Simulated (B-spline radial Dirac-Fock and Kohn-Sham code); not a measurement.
These are calculated numbers from an atomic code on a B-spline grid; the model is the Dirac equation of a negative muon with reduced mass in the field of a spherical finite nucleus, with the Uehling potential to all orders; nuclear polarisation, deformation, hyperfine structure, self-energy, higher-order vacuum polarisation, relativistic recoil and electron screening are left out. The nuclear charge is a Fermi distribution (skin thickness 2.3 fm).

Problem. A muonic atom of atomic mass 210.99 u emits these computed lines: 2p3/2 → 1s1/2 5939 keV, 3d5/2 → 2p3/2 2497 keV, 4f7/2 → 3d5/2 938.2 keV, 5g9/2 → 4f7/2 431.4 keV. Which element is it, and what rms charge radius was used?

Solution. Lead (Z = 82, nuclide ²¹¹Pb); the high transitions hardly feel the nucleus and fix Z. The 2p → 1s line lies 10220 keV below the value for a point nucleus without QED, which for this nuclear model gives a radius near 5.53 fm (5.529 fm was used).
